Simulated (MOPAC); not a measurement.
MOPAC input (PM3):

```
PM3 FORCE THERMO(298,298) PRECISE LET GEO-OK AUX(PRECISION=9) THREADS=1
C6H8

C     1.56640103 1   -0.64901147 1   -0.11790414 1
C     1.40815820 1    0.92691423 1    0.21592428 1
C    -0.06669315 1    0.66429455 1    0.14071891 1
C     0.06670920 1   -0.66429653 1   -0.14071659 1
C    -1.40816962 1   -0.92689157 1   -0.21592394 1
C    -1.56639736 1    0.64899496 1    0.11789930 1
H     2.06330457 1   -0.86964985 1   -1.07180256 1
H     2.04052371 1   -1.24201592 1    0.67524596 1
H     1.81511440 1    1.60222368 1   -0.54817573 1
H     1.79232930 1    1.22986198 1    1.19885865 1
H    -1.79233606 1   -1.22986750 1   -1.19887337 1
H    -1.81512038 1   -1.60223855 1    0.54818999 1
H    -2.04052889 1    1.24202053 1   -0.67525150 1
H    -2.06331533 1    0.86965122 1    1.07181609 1
```

From the output:

```
     H   14   0.520941   5.337207

          HEAT OF FORMATION =      96.312611 KCALS/MOLE

          ZERO POINT ENERGY      76.021 KCAL/MOL

           NORMAL COORDINATE ANALYSIS (Total motion = 1 Angstrom)

   Root No.       1         2         3         4         5         6         7         8

                 1 B3u     1 Au      1 B2g     1 B1u     1 Ag      1 B3g     1 B1g     1 B2u

                 124.4     246.2     489.1     498.0     743.0     792.1     811.9     827.6

           1    0.0000   -0.0000   -0.0000   -0.0226   -0.0435   -0.0408   -0.0000   -0.0727
           2   -0.0000    0.0000    0.0000    0.0368    0.0543   -0.0508    0.0000    0.0069
           3   -0.0283    0.0399    0.0059   -0.0000   -0.0000    0.0000    0.0181   -0.0000
           4    0.0000    0.0000    0.0000   -0.0226    0.0435   -0.0408   -0.0000    0.0727
           5   -0.0000   -0.0000   -0.0000   -0.0368    0.0543    0.0508    0.0000    0.0069
           6   -0.0283   -0.0399   -0.0059    0.0000   -0.0000   -0.0000    0.0181    0.0000
           7   -0.0000   -0.0000   -0.0000    0.0638    0.0012    0.0000   -0.0000   -0.0000
           8    0.0000   -0.0000    0.0000   -0.0000   -0.0000    0.0431    0.0000   -0.0226
           9    0.0778    0.0000    0.0639    0.0000    0.0000   -0.0000   -0.0000    0.0000
          10   -0.0000   -0.0000    0.0000    0.0638   -0.0012   -0.0000   -0.0000   -0.0000
          11    0.0000    0.0000   -0.0000   -0.0000    0.0000   -0.0431   -0.0000   -0.0226
          12    0.0778   -0.0000   -0.0639    0.0000   -0.0000    0.0000    0.0000    0.0000
          13    0.0000    0.0000   -0.0000   -0.0226   -0.0435    0.0408    0.0000    0.0727
          14   -0.0000   -0.0000    0.0000   -0.0368   -0.0543   -0.0508   -0.0000    0.0069
          15   -0.0283   -0.0399    0.0059    0.0000    0.0000    0.0000   -0.0181    0.0000
          16    0.0000   -0.0000    0.0000   -0.0226    0.0435    0.0408    0.0000   -0.0727
          17   -0.0000    0.0000   -0.0000    0.0368   -0.0543    0.0508   -0.0000    0.0069
          18   -0.0283    0.0399   -0.0059   -0.0000    0.0000   -0.0000   -0.0181   -0.0000
          19    0.0037   -0.0538   -0.0254   -0.0552   -0.0479   -0.0329    0.0837   -0.0785
          20    0.0660   -0.0318   -0.0822    0.0679    0.0758   -0.0745    0.0559    0.0261
          21   -0.0632    0.0844    0.0620    0.0007   -0.0056    0.0061   -0.0576   -0.0030
          22   -0.0037    0.0538    0.0254   -0.0552   -0.0479   -0.0329   -0.0837   -0.0785
          23   -0.0660    0.0318    0.0822    0.0679    0.0758   -0.0745   -0.0559    0.0261
          24   -0.0632    0.0844    0.0620   -0.0007    0.0056   -0.0061   -0.0576    0.0030
          25   -0.0037   -0.0538   -0.0254   -0.0552    0.0480   -0.0329   -0.0837    0.0785
          26    0.0660    0.0318    0.0822   -0.0679    0.0758    0.0745    0.0559    0.0261
          27   -0.0632   -0.0844   -0.0620   -0.0007   -0.0056   -0.0061   -0.0576   -0.0030
          28    0.0037    0.0538    0.0254   -0.0552    0.0480   -0.0329    0.0837    0.0785
          29   -0.0660   -0.0318   -0.0822   -0.0679    0.0758    0.0745   -0.0559    0.0261
          30   -0.0632   -0.0844   -0.0620    0.0007    0.0056    0.0061   -0.0576    0.0030
          31    0.0037    0.0538   -0.0254   -0.0552   -0.0480    0.0329   -0.0837    0.0785
          32   -0.0660   -0.0318    0.0822   -0.0679   -0.0758   -0.0745    0.0559    0.0261
          33   -0.0632   -0.0844    0.0620    0.0007   -0.0056   -0.0061    0.0576    0.0030
          34   -0.0037   -0.0538    0.0254   -0.0552   -0.0480    0.0329    0.0837    0.0785
          35    0.0660    0.0318   -0.0822   -0.0679   -0.0758   -0.0745   -0.0559    0.0261
          36   -0.0632   -0.0844    0.0620   -0.0007    0.0056    0.0061    0.0576   -0.0030
          37   -0.0037    0.0538   -0.0254   -0.0552    0.0479    0.0329    0.0837   -0.0785
          38   -0.0660    0.0318   -0.0822    0.0679   -0.0758    0.0745    0.0559    0.0261
          39   -0.0632    0.0844   -0.0620   -0.0007   -0.0056    0.0061    0.0576    0.0030
          40    0.0037   -0.0538    0.0254   -0.0552    0.0479    0.0329   -0.0837   -0.0785
          41    0.0660   -0.0318    0.0822    0.0679   -0.0758    0.0745   -0.0559    0.0261
          42   -0.0632    0.0844   -0.0620    0.0007    0.0056   -0.0061    0.0576   -0.0030

   Root No.       9        10        11        12        13        14        15        16

                 2 B3u     2 Au      2 B1g     2 Ag      3 B3u     2 B2g     2 B1u     3 Au

                 841.3     925.7     964.5     978.6     999.9    1029.3    1056.4    1059.9

           1   -0.0000    0.0000   -0.0000   -0.0592    0.0000    0.0000   -0.0255   -0.0000
           2    0.0000   -0.0000    0.0000   -0.0463   -0.0000   -0.0000   -0.0381    0.0000
           3    0.0155   -0.0169    0.0092    0.0000   -0.0121   -0.0035    0.0000    0.0315
           4   -0.0000   -0.0000   -0.0000    0.0592    0.0000   -0.0000   -0.0255    0.0000
           5    0.0000    0.0000    0.0000   -0.0463   -0.0000    0.0000    0.0381   -0.0000
           6    0.0155    0.0169    0.0092    0.0000   -0.0121    0.0035   -0.0000   -0.0315
           7    0.0000    0.0000    0.0000   -0.0068   -0.0000   -0.0000    0.0542   -0.0000
           8   -0.0000    0.0000    0.0000    0.0000    0.0000    0.0000   -0.0000    0.0000
           9   -0.0131   -0.0000    0.0000   -0.0000    0.0211    0.0263    0.0000    0.0000
          10    0.0000   -0.0000    0.0000    0.0068   -0.0000    0.0000    0.0542   -0.0000
          11   -0.0000   -0.0000   -0.0000   -0.0000    0.0000   -0.0000   -0.0000   -0.0000
          12   -0.0131    0.0000   -0.0000    0.0000    0.0211   -0.0263    0.0000   -0.0000
          13   -0.0000   -0.0000    0.0000   -0.0592    0.0000    0.0000   -0.0255    0.0000
          14    0.0000    0.0000   -0.0000    0.0463   -0.0000   -0.0000    0.0382   -0.0000
          15    0.0155    0.0169   -0.0092   -0.0000   -0.0121   -0.0035   -0.0000   -0.0315
          16   -0.0000    0.0000    0.0000    0.0592    0.0000   -0.0000   -0.0255   -0.0000
          17    0.0000   -0.0000   -0.0000    0.0463   -0.0000    0.0000   -0.0381    0.0000
          18    0.0155   -0.0169   -0.0092   -0.0000   -0.0121    0.0035    0.0000    0.0315
          19    0.0964    0.0292   -0.0743   -0.0704    0.0549   -0.0822   -0.0093    0.1067
          20    0.0288   -0.1100    0.0948   -0.0482   -0.0991    0.0828   -0.0869   -0.0057
          21   -0.0535    0.0249    0.0014    0.0081    0.0093   -0.0026    0.0139   -0.0229
          22   -0.0964   -0.0292    0.0743   -0.0704   -0.0549    0.0822   -0.0093   -0.1067
          23   -0.0288    0.1100   -0.0948   -0.0482    0.0991   -0.0828   -0.0869    0.0057
          24   -0.0535    0.0249    0.0014   -0.0081    0.0093   -0.0026   -0.0139   -0.0229
          25   -0.0964    0.0292    0.0743    0.0704   -0.0549   -0.0822   -0.0093    0.1067
          26    0.0288    0.1100    0.0948   -0.0482   -0.0991   -0.0828    0.0869    0.0057
          27   -0.0535   -0.0249    0.0014    0.0081    0.0093    0.0026   -0.0139    0.0229
          28    0.0964   -0.0292   -0.0743    0.0704    0.0549    0.0822   -0.0093   -0.1067
          29   -0.0288   -0.1100   -0.0948   -0.0482    0.0991    0.0828    0.0869   -0.0057
          30   -0.0535   -0.0249    0.0014   -0.0081    0.0093    0.0026    0.0139    0.0229
          31    0.0964   -0.0292    0.0743   -0.0704    0.0549   -0.0822   -0.0093   -0.1067
          32   -0.0288   -0.1100    0.0948    0.0482    0.0991   -0.0828    0.0869   -0.0057
          33   -0.0535   -0.0249   -0.0014    0.0081    0.0093   -0.0026    0.0139    0.0228
          34   -0.0964    0.0292   -0.0743   -0.0704   -0.0549    0.0822   -0.0093    0.1067
          35    0.0288    0.1100   -0.0948    0.0482   -0.0991    0.0828    0.0869    0.0057
          36   -0.0535   -0.0249   -0.0014   -0.0081    0.0093   -0.0026   -0.0139    0.0228
          37   -0.0964   -0.0292   -0.0743    0.0704   -0.0549   -0.0822   -0.0093   -0.1067
          38   -0.0288    0.1100    0.0948    0.0482    0.0991    0.0828   -0.0869    0.0057
          39   -0.0535    0.0249   -0.0014    0.0081    0.0093    0.0026   -0.0139   -0.0228
          40    0.0964    0.0292    0.0743    0.0704    0.0549    0.0822   -0.0093    0.1067
          41    0.0288   -0.1100   -0.0948    0.0482   -0.0991   -0.0828   -0.0869   -0.0057
          42   -0.0535    0.0249   -0.0014   -0.0081    0.0093    0.0026    0.0139   -0.0228

   Root No.      17        18        19        20        21        22        23        24

                 3 B2g     3 Ag      2 B2u     2 B3g     3 B1u     3 B2u     3 B3g     4 B1u

                1068.6    1145.2    1149.1    1178.5    1227.3    1369.5    1381.3    1390.7

           1   -0.0000    0.0168    0.0175    0.0149   -0.0151   -0.0068   -0.0133   -0.0135
           2    0.0000   -0.0170   -0.0133   -0.0135    0.0311   -0.0019   -0.0076   -0.0170
           3    0.0374    0.0000    0.0000    0.0000   -0.0000   -0.0000   -0.0000   -0.0000
           4    0.0000   -0.0168   -0.0175    0.0149   -0.0151    0.0068   -0.0133   -0.0135
           5   -0.0000   -0.0170   -0.0133    0.0135   -0.0311   -0.0019    0.0076    0.0170
           6   -0.0374    0.0000   -0.0000   -0.0000    0.0000    0.0000   -0.0000   -0.0000
           7   -0.0000   -0.0066   -0.0000    0.0000    0.0011   -0.0000    0.0000    0.0062
           8    0.0000    0.0000   -0.0029    0.0235    0.0000   -0.0171    0.0124   -0.0000
           9    0.0355   -0.0000    0.0000   -0.0000    0.0000    0.0000   -0.0000    0.0000
          10    0.0000    0.0066   -0.0000   -0.0000    0.0011   -0.0000   -0.0000    0.0062
          11   -0.0000   -0.0000   -0.0029   -0.0235   -0.0000   -0.0171   -0.0124   -0.0000
          12   -0.0355    0.0000    0.0000    0.0000   -0.0000    0.0000    0.0000   -0.0000
          13   -0.0000    0.0168   -0.0175   -0.0149   -0.0151    0.0068    0.0133   -0.0135
          14    0.0000    0.0170   -0.0133   -0.0135   -0.0311   -0.0019   -0.0076    0.0170
          15    0.0374   -0.0000    0.0000    0.0000    0.0000    0.0000    0.0000   -0.0000
          16    0.0000   -0.0168    0.0175   -0.0149   -0.0151   -0.0068    0.0133   -0.0135
          17   -0.0000    0.0170   -0.0133    0.0135    0.0311   -0.0019    0.0076   -0.0170
          18   -0.0374   -0.0000    0.0000   -0.0000   -0.0000    0.0000    0.0000    0.0000
          19    0.0770   -0.0734   -0.0715   -0.0744    0.0868    0.0741    0.0684    0.0619
          20    0.0511    0.0838    0.0878    0.0798   -0.0630    0.0620    0.0599    0.0616
          21   -0.0309   -0.0031   -0.0040   -0.0002   -0.0059   -0.0665   -0.0691   -0.0710
          22   -0.0770   -0.0734   -0.0715   -0.0744    0.0868    0.0741    0.0684    0.0619
          23   -0.0511    0.0838    0.0878    0.0798   -0.0630    0.0620    0.0599    0.0616
          24   -0.0309    0.0031    0.0040    0.0002    0.0059    0.0665    0.0691    0.0710
          25    0.0770    0.0734    0.0715   -0.0744    0.0868   -0.0741    0.0684    0.0619
          26   -0.0511    0.0837    0.0878   -0.0798    0.0630    0.0620   -0.0599   -0.0616
          27    0.0309   -0.0031   -0.0040    0.0002    0.0059   -0.0665    0.0691    0.0710
          28   -0.0770    0.0734    0.0715   -0.0744    0.0868   -0.0741    0.0684    0.0619
          29    0.0511    0.0837    0.0878   -0.0798    0.0630    0.0620   -0.0599   -0.0616
          30    0.0309    0.0031    0.0040   -0.0002   -0.0059    0.0665   -0.0691   -0.0710
          31    0.0770   -0.0734    0.0715    0.0744    0.0868   -0.0741   -0.0684    0.0619
          32   -0.0511   -0.0837    0.0878    0.0798    0.0630    0.0620    0.0599   -0.0616
          33   -0.0309   -0.0031    0.0040    0.0002   -0.0059    0.0665    0.0691   -0.0710
          34   -0.0770   -0.0734    0.0715    0.0744    0.0868   -0.0741   -0.0684    0.0619
          35    0.0511   -0.0837    0.0878    0.0798    0.0630    0.0620    0.0599   -0.0616
          36   -0.0309    0.0031   -0.0040   -0.0002    0.0059   -0.0665   -0.0691    0.0710
          37    0.0770    0.0734   -0.0715    0.0744    0.0868    0.0741   -0.0684    0.0619
          38    0.0511   -0.0838    0.0878   -0.0798   -0.0630    0.0620   -0.0599    0.0616
```
